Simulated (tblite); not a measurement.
Species: C5H16BPSi.
SMILES with atom numbers: `[BH3-:1][P@@H+:2]1[C@H:3]([SiH3:4])[C@H:5]1[CH:6]([CH3:7])[CH3:8]` (hydrogens: H9, H10, H11 on B1; H12 on P2; H13 on C3; H14, H15, H16 on Si4; H17 on C5; H18 on C6; H19, H20, H21 on C7; H22, H23, H24 on C8)

Computed with GFN2-xTB (tblite), gas phase: L-BFGS steps from a force-field or distance-geometry start until the largest atomic force falls under 0.01 eV/Å.

Step 62: E = -661.8811 eV
```
atom  x, y, z in Å  |  force x, y, z in eV/Å
B1      2.4830    1.9832   -0.6640   -0.019   0.000   0.024
P2      1.1596    1.0730    0.4399   -0.002   0.012  -0.030
C3      0.9479   -0.7394    0.6213    0.027  -0.027  -0.021
Si4     2.0648   -1.9435   -0.3102    0.033  -0.057  -0.041
C5     -0.1838   -0.0342   -0.1077    0.017   0.074  -0.001
C6     -1.5624    0.0145    0.5129   -0.005  -0.003   0.005
C7     -2.2976   -1.2896    0.2048   -0.020   0.007  -0.012
C8     -2.3283    1.2354    0.0064   -0.002  -0.026   0.017
H9      3.5358    1.7060   -0.1865   -0.010   0.015   0.000
H10     2.2002    3.1343   -0.5729    0.009  -0.001  -0.027
H11     2.2948    1.5220   -1.7452    0.004  -0.025   0.016
H12     0.6418    1.4903    1.6726    0.017  -0.005   0.009
H13     0.7000   -1.0343    1.6360   -0.022  -0.044   0.044
H14     2.3087   -1.4550   -1.6658   -0.011  -0.014   0.044
H15     1.3539   -3.2319   -0.3627    0.012   0.072  -0.009
H16     3.3069   -2.1098    0.4451   -0.009   0.019  -0.012
H17    -0.2014   -0.1823   -1.1858    0.000  -0.008   0.010
H18    -1.4513    0.0997    1.6013   -0.002   0.015  -0.005
H19    -2.4245   -1.4118   -0.8680    0.003   0.019  -0.030
H20    -3.2809   -1.2938    0.6670   -0.030   0.012   0.030
H21    -1.7338   -2.1411    0.5804    0.001   0.013   0.004
H22    -3.3019    1.3095    0.4848   -0.011  -0.029   0.008
H23    -1.7660    2.1424    0.2278   -0.002  -0.009  -0.030
H24    -2.4774    1.1759   -1.0696    0.021  -0.008   0.006
```

Step 63: E = -661.8821 eV
```
atom  x, y, z in Å  |  force x, y, z in eV/Å
B1      2.4832    1.9788   -0.6618   -0.016   0.006   0.012
P2      1.1597    1.0731    0.4448   -0.007   0.025  -0.027
C3      0.9465   -0.7390    0.6193    0.009  -0.041   0.003
Si4     2.0624   -1.9424   -0.3144    0.040  -0.044  -0.030
C5     -0.1856   -0.0305   -0.1050    0.033   0.069  -0.015
C6     -1.5644    0.0151    0.5151    0.019   0.007  -0.005
C7     -2.2944   -1.2911    0.2055   -0.029   0.008  -0.003
C8     -2.3277    1.2362    0.0057   -0.012  -0.014   0.013
H9      3.5362    1.7163   -0.1758   -0.018   0.011  -0.001
H10     2.1933    3.1295   -0.5910    0.007  -0.001  -0.019
H11     2.3028    1.5014   -1.7377    0.007  -0.027   0.021
H12     0.6408    1.4904    1.6775    0.024  -0.013   0.006
H13     0.6963   -1.0391    1.6318   -0.013  -0.040   0.051
H14     2.3093   -1.4513   -1.6676   -0.013  -0.012   0.027
H15     1.3516   -3.2302   -0.3683    0.011   0.067  -0.009
H16     3.3041   -2.1042    0.4420   -0.004   0.009  -0.009
H17    -0.2042   -0.1752   -1.1833    0.000  -0.007  -0.004
H18    -1.4555    0.0999    1.6035    0.001   0.020  -0.003
H19    -2.4240   -1.4111   -0.8673    0.000   0.015  -0.024
H20    -3.2749   -1.3004    0.6727   -0.051   0.011   0.021
H21    -1.7265   -2.1410    0.5787    0.007   0.015  -0.005
H22    -3.3019    1.3156    0.4816   -0.018  -0.037   0.019
H23    -1.7630    2.1420    0.2260   -0.001  -0.008  -0.025
H24    -2.4758    1.1771   -1.0704    0.024  -0.019   0.004
```

Q: Estimate the geometry and energy of step 64. (The exact step hangs on the optimiser's Hessian estimate; all steps are aligned on step 63, rigid shifts and turns removed.)

A: E = -661.8829 eV, largest force 0.055 eV/Å
```
atom  x, y, z in Å  |  force x, y, z in eV/Å
B1      2.4828    1.9747   -0.6597   -0.011   0.009  -0.002
P2      1.1600    1.0732    0.4492   -0.004   0.023  -0.010
C3      0.9453   -0.7398    0.6179   -0.008  -0.033   0.027
Si4     2.0615   -1.9417   -0.3184    0.031  -0.007  -0.003
C5     -0.1864   -0.0262   -0.1028    0.033   0.033  -0.021
C6     -1.5657    0.0157    0.5169    0.033   0.014  -0.012
C7     -2.2922   -1.2921    0.2061   -0.030   0.010   0.006
C8     -2.3273    1.2366    0.0053   -0.018   0.000   0.004
H9      3.5362    1.7245   -0.1680   -0.023   0.008   0.000
H10     2.1878    3.1248   -0.6063    0.003   0.001  -0.012
H11     2.3083    1.4832   -1.7306    0.010  -0.027   0.024
H12     0.6398    1.4908    1.6818    0.030  -0.020   0.003
H13     0.6922   -1.0450    1.6290    0.001  -0.027   0.035
H14     2.3100   -1.4477   -1.6684   -0.011  -0.006  -0.003
H15     1.3501   -3.2271   -0.3738    0.003   0.039  -0.009
H16     3.3022   -2.0984    0.4392    0.008  -0.003  -0.002
H17    -0.2065   -0.1690   -1.1810    0.002  -0.003  -0.017
H18    -1.4589    0.1004    1.6055    0.005   0.022  -0.003
H19    -2.4236   -1.4100   -0.8670   -0.005   0.012  -0.008
H20    -3.2704   -1.3051    0.6780   -0.054   0.011   0.005
H21    -1.7209   -2.1408    0.5774    0.008   0.019  -0.013
H22    -3.3021    1.3199    0.4788   -0.020  -0.041   0.025
H23    -1.7603    2.1415    0.2235   -0.004  -0.005  -0.015
H24    -2.4736    1.1775   -1.0711    0.021  -0.029   0.002
```

The energy changes by -0.0009 eV. The first-order estimate −F·Δx gives -0.0012 eV and the mean of the old and new forces, exact on a quadratic surface, -0.0008 eV. The step makes an angle of 80° with the force vector and moves no atom by more than 0.020 Å.

The cost below is that of the whole relaxation. The run took 1.2 s of wall time on one thread of an Arm Neoverse V1, on a shared host.
